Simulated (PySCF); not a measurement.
**H₃RuO₂: from structure and modes to constants**

Computed with UPBE0/[Ru def2-TZVP with ECP28, O def2-TZVP, H def2-TZVP], scalar-relativistic core potentials, density fitting, no spin–orbit coupling, PySCF.

The doublet minimum has C2v symmetry. Masses (u): Ru 101.90435, O 15.99492, H 1.00782.

```xyz
6
charge 0 multiplicity 2, angstrom
Ru    0.1178    0.0000    0.0000
O    -0.4674    1.5462    0.0000
O    -0.4674   -1.5462    0.0000
H     0.5970    0.0000    1.6073
H     0.5970    0.0000   -1.6073
H     1.6954    0.0000    0.0000
```

Harmonic wavenumbers (cm⁻¹): 290.7 (a1, ×1), 304.0 (b1, ×1), 528.0 (a2, ×1), 652.2 (b1, ×1), 694.8 (a1, ×1), 756.6 (b2, ×1), 980.9 (b2, ×1), 1053.8 (a1, ×1), 1418.1 (b1, ×1), 1802.3 (b2, ×1), 1898.8 (a1, ×1), 2197.1 (a1, ×1).

**Question.** Find the principal moments of inertia and the rotational constants. What kind of rotor is it?

**Answer.** About the centre of mass I = 17.224, 81.683, 88.492 u Å². With B = 16.8576/I this gives 0.9787, 0.2064, 0.1905 cm⁻¹. The molecule is an asymmetric top with κ = -0.96.

**Question.** What is the harmonic zero-point energy?

**Answer.** Half the sum of all 12 wavenumbers, 12577/2 = 6289 cm⁻¹, which is 75.2 kJ/mol (1 cm⁻¹ = 0.0119627 kJ/mol).

**Question.** Find the vibrational entropy and heat capacity at 298.15 K.

**Answer.** With u = 1.43878 ω/T, each mode gives S = R[u/(eᵘ−1) − ln(1−e⁻ᵘ)] and C = R u² eᵘ/(eᵘ−1)².
```json
{"ω (cm⁻¹)": "290.7", "u": "1.403", "S (J/(mol K))": "6.15", "C (J/(mol K))": "7.08"}
{"ω (cm⁻¹)": "304.0", "u": "1.467", "S (J/(mol K))": "5.84", "C (J/(mol K))": "6.97"}
{"ω (cm⁻¹)": "528.0", "u": "2.548", "S (J/(mol K))": "2.48", "C (J/(mol K))": "4.97"}
{"ω (cm⁻¹)": "652.2", "u": "3.147", "S (J/(mol K))": "1.54", "C (J/(mol K))": "3.86"}
{"ω (cm⁻¹)": "694.8", "u": "3.353", "S (J/(mol K))": "1.31", "C (J/(mol K))": "3.51"}
{"ω (cm⁻¹)": "756.6", "u": "3.651", "S (J/(mol K))": "1.03", "C (J/(mol K))": "3.03"}
{"ω (cm⁻¹)": "980.9", "u": "4.733", "S (J/(mol K))": "0.42", "C (J/(mol K))": "1.67"}
{"ω (cm⁻¹)": "1053.8", "u": "5.085", "S (J/(mol K))": "0.31", "C (J/(mol K))": "1.35"}
{"ω (cm⁻¹)": "1418.1", "u": "6.843", "S (J/(mol K))": "0.07", "C (J/(mol K))": "0.42"}
{"ω (cm⁻¹)": "1802.3", "u": "8.697", "S (J/(mol K))": "0.01", "C (J/(mol K))": "0.11"}
{"ω (cm⁻¹)": "1898.8", "u": "9.163", "S (J/(mol K))": "0.01", "C (J/(mol K))": "0.07"}
{"ω (cm⁻¹)": "2197.1", "u": "10.603", "S (J/(mol K))": "0.00", "C (J/(mol K))": "0.02"}
```
The sums over all modes are S = 19.2 and C = 33.1 J/(mol K); the softest mode gives 32 % of the entropy.

**Question.** Give the standard entropy (298.15 K, 1 bar) by its translational, rotational, vibrational and spin parts, and Cp.

**Answer.** Sackur–Tetrode with M = 136.92 u gives 170.2; rotation with symmetry number 2 gives 91.5; vibration 19.2; spin R ln 2 = 5.8. The total is 286.7 J/(mol K), and Cp = 4 R + 33.1 = 66.3 J/(mol K).

Only a few start shapes were tried, so a lower isomer may exist. With open d or f shells other occupations or spin states may lie lower.
